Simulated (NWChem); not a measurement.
System: C4H7O2, doublet; SMILES CC(O[CH]C)=O

Output (shortened):

```
             Northwest Computational Chemistry Package (NWChem) 7.3.0
             --------------------------------------------------------

 C1  symmetry detected

                             Geometry "geometry" -> ""
                             -------------------------

 Output coordinates in angstroms (scale by  1.889725989 to convert to a.u.)

  No.       Tag          Charge          X              Y              Z
 ---- ---------------- ---------- -------------- -------------- --------------
    1 C                    6.0000     0.23960223    -2.61236579    -0.06195797
    2 C                    6.0000    -0.41662273    -1.30337667     0.11288698
    3 O                    8.0000     0.41242024    -0.21988368     0.04628253
    4 C                    6.0000    -0.13139867     1.02233350    -0.00486778
    5 C                    6.0000     0.94149204     2.06808534    -0.01072472
    6 O                    8.0000    -1.31486609     1.21904133    -0.02728744
    7 H                    1.0000    -0.45951971    -3.42456274     0.18166050
    8 H                    1.0000     0.59079582    -2.77506746    -1.10112878
    9 H                    1.0000     1.12398290    -2.70740316     0.59003225
   10 H                    1.0000    -1.47912892    -1.10034209    -0.02954787
   11 H                    1.0000     1.70106714     1.83776904    -0.77097431
   12 H                    1.0000     1.45016906     2.07836145     0.96553066
   13 H                    1.0000     0.49376329     3.04992545    -0.19955231

 Effective nuclear repulsion energy (a.u.)     233.6545697041

  xc_inp: hfexch multiplicative factor not found.

                                 NWChem DFT Module
                                 -----------------

 Summary of "ao basis" -> "ao basis" (spherical)
 ------------------------------------------------------------------------------
       Tag                 Description            Shells   Functions and Types
 ---------------- ------------------------------  ------  ---------------------
 C                           6-31g*                  6       14   3s2p1d
 O                           6-31g*                  6       14   3s2p1d
 H                           6-31g*                  2        2   2s

            General Information
            -------------------
          SCF calculation type: DFT
          Wavefunction type:  spin polarized.
          No. of atoms     :    13
          No. of electrons :    47
           Alpha electrons :    24
            Beta electrons :    23
          Charge           :     0
          Spin multiplicity:     2
          Use of symmetry is: off; symmetry adaption is: off
          Maximum number of iterations: 150
          AO basis - number of functions:    98
                     number of shells:    50
          Convergence on energy requested:  1.00D-06
          Convergence on density requested:  1.00D-05
          Convergence on gradient requested:  5.00D-04

              XC Information
              --------------
                     Hartree-Fock (Exact) Exchange  1.000

      Superposition of Atomic Density Guess
      -------------------------------------

 Sum of atomic energies:        -303.63734883

      Non-variational initial energy
      ------------------------------

 Total energy =    -306.921973
 1-e energy   =    -875.723870
 2-e energy   =     335.147328
 HOMO         =      -0.074050
 LUMO         =       0.060223

     ---------------------------------------------
      Total Density - Mulliken Population Analysis
     ---------------------------------------------

    Atom       Charge   Shell Charges
 -----------   ------   -------------------------------------------------------
    1 C    6     6.71   2.00  0.72  2.05  0.67  1.24  0.03
    2 C    6     5.86   2.00  0.71  1.70  0.54  0.87  0.05
    3 O    8     8.54   2.00  0.92  2.93  0.90  1.77  0.03
    4 C    6     4.87   2.00  0.67  1.44  0.32  0.33  0.11
    5 C    6     6.74   2.00  0.72  2.06  0.68  1.26  0.03
    6 O    8     8.90   2.00  0.95  3.14  0.94  1.85  0.02
    7 H    1     0.76   0.46  0.30
    8 H    1     0.78   0.46  0.32
    9 H    1     0.77   0.46  0.31
   10 H    1     0.80   0.47  0.33
   11 H    1     0.75   0.46  0.30
   12 H    1     0.75   0.45  0.29
   13 H    1     0.77   0.46  0.30

     --------------------------------------------
      Spin Density - Mulliken Population Analysis
     --------------------------------------------

    Atom       Charge   Shell Charges
 -----------   ------   -------------------------------------------------------
    1 C    6     0.02   0.00  0.00  0.01 -0.00  0.00  0.01
    2 C    6     0.74   0.00  0.00  0.38  0.01  0.34  0.00
    3 O    8     0.05   0.00  0.00  0.04 -0.00  0.01  0.01
    4 C    6     0.07   0.00  0.00  0.04  0.00  0.02  0.00
    5 C    6     0.00   0.00  0.00  0.00 -0.00 -0.00  0.00
    6 O    8     0.02   0.00  0.00  0.01 -0.00  0.01  0.00
    7 H    1     0.00   0.00  0.00
    8 H    1     0.06   0.03  0.04
    9 H    1     0.02   0.01  0.01
   10 H    1     0.01   0.00  0.00
   11 H    1     0.00   0.00  0.00
   12 H    1     0.01   0.00  0.00
   13 H    1     0.00   0.00  0.00

   convergence    iter        energy       DeltaE   RMS-Dens  Diis-err
 ---------------- ----- ----------------- --------- --------- ---------
 d= 0,ls=0.0,diis     1   -305.0972080103 -5.39D+02  4.68D-03  2.65D-01
                                                     4.12D-03  2.59D-01
 d= 0,ls=0.0,diis     2   -305.1932052575 -9.60D-02  1.88D-03  1.16D-01
                                                     1.85D-03  1.18D-01
 d= 0,ls=0.0,diis     3   -305.2376873782 -4.45D-02  8.55D-04  4.14D-03
                                                     6.16D-04  5.02D-03
 d= 0,ls=0.0,diis     4   -305.2419410583 -4.25D-03  3.35D-04  8.78D-04
                                                     2.25D-04  6.15D-04
 d= 0,ls=0.0,diis     5   -305.2426099225 -6.69D-04  2.29D-04  1.23D-04
                                                     1.52D-04  1.28D-04
  Resetting Diis
 d= 0,ls=0.0,diis     6   -305.2428210577 -2.11D-04  9.30D-05  2.49D-05
                                                     8.21D-05  2.96D-05
 d= 0,ls=0.0,diis     7   -305.2428597921 -3.87D-05  1.72D-05  3.85D-06
                                                     1.63D-05  2.54D-06
 d= 0,ls=0.0,diis     8   -305.2428632585 -3.47D-06  1.01D-05  8.61D-07
                                                     1.29D-05  1.38D-06
 d= 0,ls=0.0,diis     9   -305.2428647176 -1.46D-06  1.34D-05  5.73D-07
                                                     1.37D-05  3.75D-07
 d= 0,ls=0.0,diis    10   -305.2428655813 -8.64D-07  3.10D-06  3.95D-08
                                                     3.15D-06  7.55D-08

         Total DFT energy =     -305.242865581307
      One electron energy =     -879.186811918190
           Coulomb energy =      380.042574744281
    Exchange-Corr. energy =      -39.753198111470
 Nuclear repulsion energy =      233.654569704073

 Numeric. integr. density =        0.000000000000

                    DFT Final Alpha Molecular Orbital Analysis
                    ------------------------------------------

 Vector   22  Occ=1.000000D+00  E=-4.939537D-01
              MO Center= -5.7D-01,  6.8D-01, -1.8D-02, r^2= 3.0D+00
   Bfn.  Coefficient  Atom+Function         Bfn.  Coefficient  Atom+Function
  ----- ------------  ---------------      ----- ------------  ---------------
    75      0.464966   6 O  pz               79      0.348785   6 O  pz
    33     -0.246417   3 O  pz               37     -0.202040   3 O  pz
    47      0.202217   4 C  pz               51      0.124679   4 C  pz
    61     -0.119827   5 C  pz                5      0.116636   1 C  pz
    19     -0.115111   2 C  pz               96     -0.083578  12 H  s

 Vector   23  Occ=1.000000D+00  E=-4.503900D-01
              MO Center= -7.2D-01,  1.1D+00, -1.4D-02, r^2= 2.2D+00
   Bfn.  Coefficient  Atom+Function         Bfn.  Coefficient  Atom+Function
  ----- ------------  ---------------      ----- ------------  ---------------
    74      0.541074   6 O  py               78      0.411405   6 O  py
    59      0.193609   5 C  px               32      0.181575   3 O  py
    36      0.157442   3 O  py               31     -0.140087   3 O  px
    35     -0.119155   3 O  px               63      0.117676   5 C  px
    73      0.118171   6 O  px               34      0.112647   3 O  s

 Vector   24  Occ=1.000000D+00  E=-3.249379D-01
              MO Center= -2.2D-01, -1.2D+00,  1.0D-01, r^2= 2.1D+00
   Bfn.  Coefficient  Atom+Function         Bfn.  Coefficient  Atom+Function
  ----- ------------  ---------------      ----- ------------  ---------------
    19      0.557633   2 C  pz               23      0.500036   2 C  pz
    37     -0.297373   3 O  pz               33     -0.285755   3 O  pz
    88      0.206273   8 H  s                20      0.137165   2 C  s
    90     -0.132514   9 H  s                87      0.127813   8 H  s
     5     -0.109822   1 C  pz               75      0.106629   6 O  pz

 Vector   25  Occ=0.000000D+00  E= 1.823250D-01
              MO Center= -9.4D-03,  1.2D+00,  2.2D-02, r^2= 2.6D+00
   Bfn.  Coefficient  Atom+Function         Bfn.  Coefficient  Atom+Function
  ----- ------------  ---------------      ----- ------------  ---------------
    96     -0.618208  12 H  s                51      0.587276   4 C  pz
    94      0.485491  11 H  s                47      0.462729   4 C  pz
    79     -0.439859   6 O  pz               65      0.367831   5 C  pz
    75     -0.327207   6 O  pz               37     -0.258943   3 O  pz
    33     -0.198973   3 O  pz               90     -0.118759   9 H  s

 Vector   26  Occ=0.000000D+00  E= 2.475860D-01
              MO Center=  1.2D+00,  1.9D+00,  7.1D-02, r^2= 5.0D+00
   Bfn.  Coefficient  Atom+Function         Bfn.  Coefficient  Atom+Function
  ----- ------------  ---------------      ----- ------------  ---------------
    62      2.407921   5 C  s                96     -1.281518  12 H  s
    94     -1.209596  11 H  s                98     -0.897262  13 H  s
    48     -0.646358   4 C  s                 6      0.508976   1 C  s
    63      0.469829   5 C  px               34      0.377313   3 O  s
    86     -0.295705   7 H  s                76      0.282703   6 O  s

 Vector   27  Occ=0.000000D+00  E= 2.591686D-01
              MO Center=  4.0D-01, -2.8D+00, -1.2D-01, r^2= 4.9D+00
   Bfn.  Coefficient  Atom+Function         Bfn.  Coefficient  Atom+Function
  ----- ------------  ---------------      ----- ------------  ---------------
     6      2.628575   1 C  s                86     -1.167689   7 H  s
    88     -1.167244   8 H  s                90     -1.137118   9 H  s
    62     -0.519434   5 C  s                 8     -0.401952   1 C  py
    22      0.299999   2 C  py               92     -0.279276  10 H  s
    21     -0.266099   2 C  px               96      0.266882  12 H  s

                     DFT Final Beta Molecular Orbital Analysis
                     -----------------------------------------

 Vector   21  Occ=1.000000D+00  E=-5.110077D-01
              MO Center= -1.6D-01, -1.2D+00,  5.7D-02, r^2= 2.8D+00
   Bfn.  Coefficient  Atom+Function         Bfn.  Coefficient  Atom+Function
  ----- ------------  ---------------      ----- ------------  ---------------
    31     -0.327278   3 O  px               17      0.298034   2 C  px
    35     -0.254654   3 O  px                3     -0.250157   1 C  px
    91     -0.223200  10 H  s                92     -0.185604  10 H  s
     7     -0.152541   1 C  px               89     -0.134583   9 H  s
    90     -0.131664   9 H  s                 4      0.130622   1 C  py

 Vector   22  Occ=1.000000D+00  E=-4.774546D-01
              MO Center= -5.4D-01,  6.4D-01, -6.8D-03, r^2= 2.4D+00
   Bfn.  Coefficient  Atom+Function         Bfn.  Coefficient  Atom+Function
  ----- ------------  ---------------      ----- ------------  ---------------
    75      0.452617   6 O  pz               33     -0.348054   3 O  pz
    79      0.346036   6 O  pz               37     -0.296237   3 O  pz
    47      0.181920   4 C  pz               51      0.111414   4 C  pz
     5      0.086998   1 C  pz               61     -0.078283   5 C  pz
    94      0.067754  11 H  s                96     -0.066432  12 H  s

 Vector   23  Occ=1.000000D+00  E=-4.493820D-01
              MO Center= -7.2D-01,  1.1D+00, -1.3D-02, r^2= 2.2D+00
   Bfn.  Coefficient  Atom+Function         Bfn.  Coefficient  Atom+Function
  ----- ------------  ---------------      ----- ------------  ---------------
    74      0.540371   6 O  py               78      0.411301   6 O  py
    59      0.193478   5 C  px               32      0.184109   3 O  py
    36      0.157475   3 O  py               31     -0.132116   3 O  px
    73      0.119655   6 O  px               63      0.117962   5 C  px
    34      0.113217   3 O  s                35     -0.113566   3 O  px

 Vector   24  Occ=0.000000D+00  E= 1.483959D-01
              MO Center= -2.4D-01, -3.4D-01,  8.6D-02, r^2= 3.8D+00
   Bfn.  Coefficient  Atom+Function         Bfn.  Coefficient  Atom+Function
  ----- ------------  ---------------      ----- ------------  ---------------
    23      0.527457   2 C  pz               51     -0.378649   4 C  pz
    88      0.354805   8 H  s                47     -0.332394   4 C  pz
    96      0.321634  12 H  s                19      0.314011   2 C  pz
    79      0.305530   6 O  pz               75      0.223019   6 O  pz
    94     -0.215318  11 H  s                90     -0.201961   9 H  s

 Vector   25  Occ=0.000000D+00  E= 2.092042D-01
              MO Center=  2.1D-02,  6.3D-02,  4.7D-02, r^2= 4.8D+00
   Bfn.  Coefficient  Atom+Function         Bfn.  Coefficient  Atom+Function
  ----- ------------  ---------------      ----- ------------  ---------------
    96      0.582898  12 H  s                94     -0.505146  11 H  s
    88     -0.483527   8 H  s                51     -0.435261   4 C  pz
    23     -0.408128   2 C  pz               65     -0.392323   5 C  pz
    90      0.342629   9 H  s                37      0.332351   3 O  pz
    79      0.322829   6 O  pz               47     -0.317470   4 C  pz

 Vector   26  Occ=0.000000D+00  E= 2.480908D-01
              MO Center=  1.3D+00,  2.0D+00,  7.7D-02, r^2= 4.6D+00
   Bfn.  Coefficient  Atom+Function         Bfn.  Coefficient  Atom+Function
  ----- ------------  ---------------      ----- ------------  ---------------
    62      2.419272   5 C  s                96     -1.302904  12 H  s
    94     -1.229088  11 H  s                98     -0.884120  13 H  s
    48     -0.637498   4 C  s                63      0.489559   5 C  px
     6      0.414643   1 C  s                34      0.340378   3 O  s
    76      0.285505   6 O  s                86     -0.258835   7 H  s

     ---------------------------------------------
      Total Density - Mulliken Population Analysis
     ---------------------------------------------

    Atom       Charge   Shell Charges
 -----------   ------   -------------------------------------------------------
    1 C    6     6.54   2.00  0.64  2.06  0.69  1.09  0.05
    2 C    6     5.88   2.00  0.66  1.92  0.50  0.74  0.07
    3 O    8     8.63   2.00  0.89  2.92  0.97  1.83  0.03
    4 C    6     5.19   2.00  0.70  1.80  0.25  0.30  0.15
    5 C    6     6.59   2.00  0.65  2.08  0.71  1.11  0.04
    6 O    8     8.57   2.00  0.90  2.85  0.97  1.81  0.03
    7 H    1     0.82   0.52  0.30
    8 H    1     0.83   0.52  0.31
    9 H    1     0.82   0.52  0.30
   10 H    1     0.78   0.51  0.26
   11 H    1     0.79   0.51  0.28
   12 H    1     0.79   0.51  0.28
   13 H    1     0.79   0.52  0.27

     --------------------------------------------
      Spin Density - Mulliken Population Analysis
     --------------------------------------------

[...]
```

Level: UHF/6-31G* (spherical d). All runs use the structure optimised with PBE0/def2-SVP, spin-unrestricted. No stability test was run on the SCF state.

**Question.** Reconstruct the input file.

**Answer.** This is not unique; one that fits is the input that was run:
```
start job
memory heap 200 mb stack 900 mb global 1100 mb
geometry units angstroms noautoz
  C      0.238744    -2.617943     0.032669
  C     -0.402137    -1.304453     0.229316
  O      0.415058    -0.223406     0.058333
  C     -0.134028     1.017007     0.021740
  C      0.931574     2.061975    -0.109637
  O     -1.315173     1.213247     0.100341
  H     -0.433775    -3.422884     0.360653
  H      0.495501    -2.809660    -1.028936
  H      1.178358    -2.694918     0.604904
  H     -1.473611    -1.105263     0.177384
  H      1.620282     1.810375    -0.928391
  H      1.525904     2.099399     0.816270
  H      0.466418     3.038250    -0.284691
end
basis spherical
  * library 6-31g*
end
dft
  odft
  mult 2
  xc hfexch
  iterations 150
  mulliken
end
task dft energy
```
